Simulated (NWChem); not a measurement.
System: C$_{2}$H$_{4}$N, doublet; SMILES N(C)=[CH]

```xyz
7

C      0.0492     1.3289     0.0000
N     -0.4715     0.2270     0.0000
C      0.0940    -1.0965     0.0000
H      1.1159     1.6463     0.0000
H     -0.2642    -1.6451     0.8843
H     -0.2642    -1.6451    -0.8843
H      1.1997    -1.0953     0.0000
```
Atoms are numbered in this order, from 1.

Computed with NWChem. Pople sets run with spherical d functions. Spin-unrestricted. In the optimisation the excess spin sits in a' (Cs, its own frame). Structure relaxed at the PBE0/def2-SVP, spin-unrestricted level. No stability test was run on the SCF state. Level: M05-2X/6-31G* with SMD (1 M gas to 1 M solution), gas-phase geometry. Reactions with the solvent are ignored.

For solvent acetone:

```yaml
dipole in solution (D): 2.75
```

Task: How do the values read with solvent chloroform instead?

Result: 
| Property | Result |
|---|---|
| dipole in solution (D) | 2.63 |
